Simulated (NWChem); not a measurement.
Species: C4H3NO; SMILES O=C1C=CC=N1

Results from NWChem. Medium grid unless said otherwise, to which SCAN and Minnesota functionals are sensitive. The geometry was optimised at PBE0/def2-SVP. B3LYP is NWChem's, with the RPA form of VWN correlation. Total energies of different functionals are on different scales.

```json
[
 {"level": "B3LYP/def2-TZVP", "energy (Ha)": "-284.2645", "highest occupied level (eV)": "-7.70", "orbital gap (eV)": "4.17", "dipole (D)": "4.58"},
 {"level": "PW6B95/def2-TZVP", "energy (Ha)": "-284.6148", "highest occupied level (eV)": "-8.07", "orbital gap (eV)": "4.85", "dipole (D)": "4.56"},
 {"level": "CAM-B3LYP/def2-TZVP", "energy (Ha)": "-284.1298", "highest occupied level (eV)": "-9.39", "orbital gap (eV)": "?", "dipole (D)": "?"},
 {"level": "M06-2X/def2-TZVP", "energy (Ha)": "-284.1470", "highest occupied level (eV)": "-9.45", "orbital gap (eV)": "7.09", "dipole (D)": "4.64"}
]
```

### Question
Fill in the missing entries.

### Answer

- CAM-B3LYP/def2-TZVP, orbital gap (eV): 7.23
- CAM-B3LYP/def2-TZVP, dipole (D): 4.72
